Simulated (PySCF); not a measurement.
**Checking a proposed structure**

A compound C8H9F3 gives the data below (simulated from a calculation) and was assigned the structure `C=C[C@@H]1CC(=C)[C@H]1C(F)(F)F`.

¹³C{¹H} NMR (computed): δ 158.6 (CH), 134.5 (C), 114.5 (CH), 91.5 (C), 86.6 (C), 33.2 (CH2), 30.2 (CH2), 16.8 (CH3).

¹H NMR (400 MHz, computed): δ 6.58 (m, 1H), 5.75 (d, 1H), 3.24 (m, 2H), 2.22 (m, 2H), 1.10 (t, 3H).

- GFN2-xTB structure
- NMR shieldings at PBE0/pcSseg-1/GIAO
- program: PySCF 2.14
- one conformer, fast rotation and ring inversion assumed for equivalent nuclei, no solvent, non-relativistic Hamiltonian

δ = σ(ref) − σ, references computed at the same level: ¹H, ¹³C vs TMS.

Question: Compare with the shifts computed for the proposed structure, pairing carbons in order of shift.

Answer: Mapped SMILES: `[CH2:1]=[CH:2][C@@H:3]1[CH2:4][C:5](=[CH2:6])[C@H:7]1[C:8]([F:9])([F:10])[F:11]`. Hydrogens are named by the atom that carries them.

| atom | computed for proposal | given list | difference |
| --- | --- | --- | --- |
| C2 | 149.6 | 158.6 | -9.0 |
| C5 | 148.0 | 134.5 | +13.5 |
| C8 | 135.9 | 114.5 | +21.4 |
| C1 | 122.6 | 91.5 | +31.1 |
| C6 | 121.7 | 86.6 | +35.1 |
| C7 | 54.2 | 33.2 | +21.0 |
| C3 | 38.2 | 30.2 | +8.0 |
| C4 | 37.0 | 16.8 | +20.2 |

The rms difference is 21.9 ppm and the largest +35.1 ppm at C6 (terminal =CH2 carbon). The carbon types in order of shift don't match either: CH, C, C, CH2, CH2, CH, CH, CH2 for the proposal against CH, C, CH, C, C, CH2, CH2, CH3 in the data. The proposal doesn't fit.

Question: Which isomer fits?

Answer: `CC/C=C/C#CCC(F)(F)F`.

- Carbon types of the structure: 3 × C, 2 × CH, 2 × CH2, 1 × CH3, which accounts for all hydrogens.
- δC 158.6, 114.5: alkene CH; as expected for a trigonal carbon in a double bond.
- δC 134.5: CF3 carbon; 3 electronegative neighbours deshield it.
- δC 91.5, 86.6: alkyne carbon; sp carbons lie upfield of alkene carbons because the cylindrical π system leaves one tensor component strongly shielded.
- δC 33.2: allylic sp3 CH2; a saturated carbon with 2 carbon neighbours and no heteroatom attached.

Other isomers checked: C=C[C@@H]1CC(=C)[C@@H]1C(F)(F)F (rms 22.1 ppm).

The data come from this structure; uniqueness wasn't tested.

Splittings by ¹⁹F in the carbon and heteronuclear signals aren't shown, as no couplings were computed. Shifts are as computed. Against solution values, carbons near 30 ppm lie about +3 ppm off and those near 130 ppm about +5 ppm. Of 1211 compounds with measured shifts, 218 miss one by over three times the rms of a fit or turn the order of signals round; such compounds aren't used in these exercises. No couplings were computed; multiplicities are counted from neighbouring protons, with m where these are inequivalent, close in shift, in a saturated or five-membered ring or joined by F or P, and br s for small geminal =CH2 splittings.
